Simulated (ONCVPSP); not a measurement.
# Transferability test, ONCV potential for Ge

ONCVPSP 4.0.1 input, shortened (lines: element, Z, core and valence counts, functional; n l f; lmax; l rc ep ncon nbas qcut; lloc lpopt rc5 dvloc0; l nproj debl; icmod fcfact rcfact), PBEsol, non-relativistic:

```
  Ge 32.00    4    4  -116133      upf
    1    0    2.00
    2    0    2.00
    2    1    6.00
    3    0    2.00
    3    1    6.00
    3    2   10.00
    4    0    2.00
    4    1    1.50
    2
    0    1.90    0.00    4    8    3.00
    1    1.20    0.00    4    7   11.30
    2    1.05    0.00    3    8   18.00
    4    5    0.65    0.00
    0    2    0.80
    1    2    3.50
    2    2    3.00
    3    4.00    1.25
```

Energies are relative to the spin-unpolarised reference configuration 3p6 3d10 4s2 4p1.5; without spin polarisation the order of configurations can differ from experiment.

Q: Give the all-electron excitation energy and the error of the potential for: 3p6 3d10 4s2 4p2; 3p6 3d10 4s2 4p1; 3p6 3d10 4s2 4p0; 3p6 3d10 4s0 4p0.

A:

| valence configuration | charge | ΔE all-electron (eV) | error AE − PS (meV) |
| --- | --- | --- | --- |
| 3p6 3d10 4s2 4p2 | 0 | -2.823 | 0.0 |
| 3p6 3d10 4s2 4p1 | +1 | 4.663 | 0.0 |
| 3p6 3d10 4s2 4p0 | +2 | 20.124 | +1.0 |
| 3p6 3d10 4s0 4p0 | +4 | 99.771 | -66 |

Levels in the configuration 3p6 3d10 4s2 4p1:

```csv
level,all-electron (eV),pseudo (eV)
3p,-123.207,-123.209
3d,-39.160,-39.162
4s,-19.507,-19.506
4p,-11.281,-11.280
```

Note: ghosts flagged at negative energy: s at -291.9 eV; no localised positive-energy state flagged. A true bound ghost makes a file unfit for plane-wave use.
